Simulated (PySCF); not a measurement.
C4H4, SMILES C=C=C=C. Atoms are numbered in the order given.

```xyz
8

C      0.0000     0.0000     1.9575
C      0.0000     0.0000     0.6371
C      0.0000     0.0000    -0.6371
C      0.0000     0.0000    -1.9575
H      0.0000    -0.9353     2.5286
H      0.0000     0.9353     2.5286
H      0.0000    -0.9353    -2.5286
H      0.0000     0.9353    -2.5286
```
Charge 0, spin multiplicity 1.

Geometry: B3LYP-D3(BJ)/def2-SVP.

Two levels are set side by side: PBE/pcSseg-1 (PySCF) and HF/pcSseg-1 (PySCF). GIAO shifts against TMS (¹H), TMS (¹³C) at the same level; non-relativistic, no solvent, atoms listed together averaged. Differences are taken from unrounded values.

```json
[
 {"quantity": "δ(¹³C) of C1, C4 (ppm)", "HF": "102.1", "PBE": "105.1", "PBE minus HF": "3.0"},
 {"quantity": "δ(¹³C) of C2, C3 (ppm)", "HF": "193.6", "PBE": "188.5", "PBE minus HF": "-5.0"},
 {"quantity": "δ(¹H) of H5, H6, H7, H8 (ppm)", "HF": "5.86", "PBE": "5.98", "PBE minus HF": "0.12"}
]
```

Rough cost on one machine, each run with all the roots and properties that it gave: HF against PBE within a factor of 2.
